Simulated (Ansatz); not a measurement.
Geometry optimisation, UKS PBE/def2-SVP in Ansatz 0.2.0.

Input file:

```yaml
crystal:
  periodic: [false, false, false]
  atoms:
    - { symbol: Si, position_ang: [-1.432387, 0.093621, -1.455782] }
    - { symbol: Cl, position_ang: [-1.464185, -1.542566, -0.110296] }
    - { symbol: H, position_ang: [-0.027277, 0.419314, -1.855355] }
    - { symbol: H, position_ang: [-2.17803, -0.387933, -2.667468] }
    - { symbol: H, position_ang: [-2.167741, 1.263166, -0.880271] }
    - { symbol: H, position_ang: [0.617284, 0.465535, 0.784809] }
    - { symbol: "N", position_ang: [0.090542, 1.32128, 0.987544] }
    - { symbol: H, position_ang: [1.041525, -1.619406, 0.689289] }
    - { symbol: "N", position_ang: [1.992565, -1.393853, 0.998829] }
    - { symbol: H, position_ang: [0.098274, 1.930021, 0.165103] }
    - { symbol: H, position_ang: [-0.87763, 1.061955, 1.197288] }
    - { symbol: H, position_ang: [2.402784, -0.774988, 0.288986] }
    - { symbol: H, position_ang: [1.904277, -0.836349, 1.857224] }
magnetization:
  spin_polarized: true
basis:
  gaussian: { orbitals: def2-SVP }
hamiltonian:
  xc: pbe
relax:
  f_tol: 0.03
  max_steps: 50
```

Command:

```bash
$ ansatz run input.yaml --threads 4 --pin off --max-ram 5120MiB --backend cpu --events-out ev --progress --plain --runs-dir out
```

Problem. Where does it end, and by what steps?

Solution. It converged. The force dipped under the threshold on the way, but the program's further checks kept it going. After 14 steps the energy has fallen by 0.072 eV; H5 moved furthest, 0.34 Å.

```tsv
step	energy less start (eV)	largest force component (eV/Å)	accepted
0	0.0000	0.382	yes
1	-0.0567	0.244	yes
2	-0.0237	0.838	no
3	-0.0613	0.249	yes
4	-0.0651	0.093	yes
5	-0.0678	0.014	yes
6	-0.0686	0.025	yes
7	-0.0694	0.052	yes
8	-0.0701	0.078	yes
9	-0.0708	0.068	yes
10	-0.0714	0.062	yes
11	-0.0717	0.065	yes
12	-0.0719	0.048	yes
13	-0.0720	0.030	yes
14	-0.0720	0.015	yes
```

```xyz
13
Properties=species:S:1:pos:R:3
Si -1.416 -0.038 -1.551
Cl -1.754 -1.411 -0.010
H 0.060 0.107 -1.762
H -2.053 -0.590 -2.791
H -2.046 1.274 -1.199
H 0.618 0.616 0.989
N 0.092 1.453 1.279
H 0.990 -1.595 0.642
N 1.991 -1.401 0.783
H 0.065 2.076 0.462
H -0.874 1.133 1.425
H 2.262 -0.727 0.054
H 2.065 -0.898 1.677
```

Time of the run: 44 s on 4 threads of Arm Neoverse N1, on a shared host, peak memory 0.19 GiB.
